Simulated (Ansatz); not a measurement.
Stepwise reaction of `F[Si](Cl)(Cl)Cl` with water, as a gas-phase model of exchange steps in deposition or etching. ΔE in kJ/mol.

Gas-phase electronic energies from Ansatz, PBE0-D4/def2-TZVP geometries. CCSD(T)/CBS is the MP2 limit (def2-TZVPP, def2-QZVPP) plus CCSD(T) − MP2 in def2-TZVPP, frozen cores. This one scheme is used for every species. DFT in def2-TZVPP. B3LYP here is the variant with VWN-RPA as its local correlation; programs differ in this. Each species was taken in one conformer, which may not be the lowest.

```csv
step,reaction,PBE-D4,B3LYP-D4,ωB97M-V,CCSD(T)/CBS
1,`F[Si](Cl)(Cl)Cl` + H₂O → `O[Si](F)(Cl)Cl` + HCl,-10.6,-19.3,-18.6,-16.9
2,`O[Si](F)(Cl)Cl` + H₂O → `O[Si](O)(F)Cl` + HCl,-9.6,-18.5,-17.3,-16.2
```

Give the row of step 3, `O[Si](O)(F)Cl` + H₂O → `O[Si](O)(O)F` + HCl. (Estimate.)

Ansatz gave: 
```
step                                      reaction  PBE-D4  B3LYP-D4  ωB97M-V  CCSD(T)/CBS
   3  `O[Si](O)(F)Cl` + H₂O → `O[Si](O)(O)F` + HCl    -7.9     -16.4    -14.9        -14.3
```

By hand: ΔE of the 3 steps together at CCSD(T)/CBS.

(-16.9) + (-16.2) + (-14.3) = -47.4 kJ/mol, or -15.8 kJ/mol a step.

In ΔE the steps differ by no more than 2.6 kJ/mol. All are downhill at CCSD(T)/CBS. PBE-D4 differs from CCSD(T)/CBS by 6.3 to 6.6 kJ/mol a step. Isolated molecules leave out the surface, adducts and barriers. Largest T1 diagnostic: 0.011.
